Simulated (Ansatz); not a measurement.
```yaml
crystal:
  periodic: [false, false, false]
  atoms:
    - {symbol: Li, position_ang: [-1.668270, 0.515583, -0.488277]}
    - {symbol: Li, position_ang: [1.666358, -0.519084, 0.490567]}
    - {symbol: Cl, position_ang: [0.073976, -0.745929, -1.048002]}
    - {symbol: Cl, position_ang: [-0.072054, 0.749430, 1.045713]}
basis:
  gaussian: {orbitals: STO-3G}
total_charge: 2
hamiltonian: {xc: {name: rPW86-PBE}}
scf: {omitted_lower_state_checks: [starts]}
output: {forces: true}
```

```sh
$ ansatz run in.yaml --threads 4 --pin off --events-out ev --progress --plain --max-ram 3916MiB
```

Shortened log:

```
Functional definition: rPW86-PBE
314 factors; integrals over basis functions are off by at most 5.0e-4 eV
mean field evaluation 1: about -25178.7871 eV, gradient 9.9e0 eV
mean field evaluation 2: about -25179.3148 eV, gradient 3.1e0 eV
mean field evaluation 4: about -25179.3656 eV, gradient 8.3e-2 eV
mean field evaluation 8: about -25179.3612 eV, gradient 7.5e-2 eV
mean field evaluation 16: about -25179.3613 eV, gradient 1.0e-5 eV
mean field -25179.36133650 eV, -925.3244619322 hartree, gradient 1.0e-5 eV, S^2 0.000000; 0 other end points of the search recorded, 0 dependent functions left out
reference -25179.36146957 eV, -925.3244668226 hartree; 19, 19 occupied and 9, 9 virtual orbitals, 314 factors
Total energy: -25179.36146957 eV, -925.3244668226 hartree
Atom 0 at    -1.668270     0.515583    -0.488277 Å, force    -1.749369     0.543885    -0.504017 eV/Å
Atom 1 at     1.666358    -0.519084     0.490567 Å, force     1.747706    -0.550450     0.508871 eV/Å
Atom 2 at     0.073976    -0.745929    -1.048002 Å, force    -0.079162     0.928132     1.300248 eV/Å
Atom 3 at    -0.072054     0.749430     1.045713 Å, force     0.080824    -0.921568    -1.305102 eV/Å
Dipole moment:    -0.002614    -0.004632     0.003063 e Å
Checks for a lower state left out: starts
```

Run time 1.3 s (4 threads of Arm Neoverse N1 on a shared host).

The dipole of an ion depends on the origin.
